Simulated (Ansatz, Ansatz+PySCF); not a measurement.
```tsv
atom	x (Å)	y (Å)	z (Å)
C	1.3900	0.0000	0.0000
C	0.6950	1.2038	0.0000
C	-0.6950	1.2038	0.0000
C	-1.3900	0.0000	0.0000
C	-0.6950	-1.2038	0.0000
C	0.6950	-1.2038	0.0000
H	1.2375	2.1434	0.0000
H	-2.4750	0.0000	0.0000
H	1.2375	-2.1434	0.0000
```

Basis set: def2-SVP (spherical functions). Charge 0, multiplicity 2.

Computed with Ansatz (development build ahead of 0.2.0); each method stands on the lowest determinant of its kind that the runs found. Restricted functionals stand beside restricted open-shell atoms, which can lie above the unrestricted atoms usual in DFT and then raise those values.

The atomization energy at this shape (free ground-state atoms in the same class of orbitals less the molecule, no zero-point energy) of doublet C₆H₃:

| method | atomization energy |
| --- | --- |
| ωB97X (unrestricted) | 44.49 eV |
| PBE0 (unrestricted) | 45.78 eV |
| PBE0 (restricted open-shell) | 45.25 eV |
| ROHF | 30.39 eV |

Problem. What does UHF give?

Solution. 33.16 eV. Caution for ωB97X (unrestricted), UHF: the unrestricted determinant is a mixture of spin states. Caution for PBE0 (unrestricted): the unrestricted determinant is spin contaminated. Caution for PBE0 (restricted open-shell), ROHF: an unrestricted determinant lies well below.

The shape needn't be a minimum at these levels.
